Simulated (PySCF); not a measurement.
PySCF input file for NSi, SMILES N#[Si], multiplicity 2, PBE-D3(BJ)/def2-TZVPD. The structure is a stationary point at PBE-D3(BJ)/def2-TZVPD.

```python
import numpy as np
from pyscf import gto, scf, dft, df
from pyscf.hessian import thermo

mol = gto.M(
    atom='''
    Si    0.00000000    0.00000000   -0.52658296
    N     0.00000000    0.00000000    1.05316593
    ''',
    basis='def2-TZVPD',
    charge=0,
    spin=1,
    max_memory=1600,
    verbose=3,
)
mf = dft.UKS(mol, xc='pbe').density_fit(auxbasis='def2-universal-jkfit')
mf.disp = 'd3bj'
mf.grids.level = 3
mf.conv_tol = 1e-11
mf.max_cycle = 100
mf.kernel()
fine, coarse = mf.grids, dft.Grids(mol).set(level=1).build(with_non0tab=True)
for _ in range(3):  # follow internal instabilities
    mf.grids = coarse
    mo, _, stable, _ = mf.stability(return_status=True, nroots=4)
    mf.grids = fine
    if stable:
        break
    mf.kernel(mf.make_rdm1(mo, mf.mo_occ))

# [left out here: the lines that compute and print the analytic Hessian (its translational invariance restored by hand, since the grid's response is missing), thermochemistry and intensities]
```

Program output:

```

WARN: HOMO -0.26433175507594 >= LUMO -0.264331755075936

converged SCF energy = -343.946023738985  <S^2> = 0.76140186  2S+1 = 2.0113695
<class 'pyscf.df.df_jk.DFUKS'> wavefunction is stable in the internal stability analysis

WARN: DFTD3 does not support analytical Hessian, using finite difference


WARN: Mole.unit (angstrom) is changed to Bohr

Mode                                 0
Irrep
Freq [cm^-1]                     1149.9339
Reduced mass [au]                  16.8112
Force const [Dyne/A]               13.0977
Char temp [K]                    1654.4989
Normal mode                   x     y     z
       0  Si                 0.00  0.00 -0.11
       1   N                 0.00  0.00  0.22
temperature 298.1500 [K]
pressure 101325.00 [Pa]
Rotational constants [GHz] inf 21.66811 21.66811
Symmetry number 1
Zero-point energy (ZPE) 0.00262 [Eh]   6878.132 [J/mol]
                           tot       elec      trans        rot        vib
Entropy [J/mol/K]       216.725      5.763    155.388     55.362      0.213
Cv [J/mol/K]             21.790      0.000     12.472      8.314      1.004
Cp [J/mol/K]             30.105      0.000     20.786      8.314      1.004
Internal energy [J/mol]                      3718.434   2478.956   6931.860
Internal energy [Eh]   -343.94102  -343.94602
Enthalpy [J/mol]                             6197.391   2478.956   6931.860
Enthalpy [Eh]          -343.94008
Gibbs free energy [J/mol]                  -40131.591 -14027.091   6868.469
Gibbs free energy [Eh] -343.96469
mode   freq/cm-1   IR/(km/mol)
   1     1149.93        14.825
max |gradient| / (hartree/bohr): 4.183328679062776e-06
APT charges: [ 0.3714 -0.3714]
```

The calculation finished and met its thresholds.
